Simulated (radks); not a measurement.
The numbers below are computed, except where a source is named.
All-electron atom: O2+ in [He] 2s2 2p2.

Code: a radial shooting solver on a logarithmic mesh with Libxc functionals. Model: scalar-relativistic Kohn-Sham, LDA (Slater exchange, VWN5 correlation), spin-unpolarised, spherical densities, finite nucleus; Fermi nuclear charge, rms radius 2.6991 fm.

Energy parts (hartree):
| part | energy |
|---|---|
| total | -72.67991 |
| kinetic | 72.49487 |
| electron-nucleus | -165.08115 |
| Hartree | 26.68069 |
| exchange-correlation | -6.77431 |

Orbitals (lengths in bohr, moments of r in powers of bohr; r(90%) holds 90 % of the orbital's charge):
1s: occ. 2; eigenvalue (hartree) -20.35445; <r^2> 0.05428; r(90%) 0.359; <r^4> 0.007706
2s: occ. 2; eigenvalue (hartree) -2.13255; <r^2> 1.271; r(90%) 1.62; <r^4> 2.927
2p: occ. 2; eigenvalue (hartree) -1.59357; <r^2> 1.250; r(90%) 1.67; <r^4> 3.331

The highest occupied level is 2p at -43.363 eV. The electron density at the nucleus is 321 e/bohr^3 (large components only). Summed over all electrons, <r^2> = 5.150 bohr^2, which gives a Langevin (diamagnetic) susceptibility term of -4.08 x 10^-6 cm^3/mol.
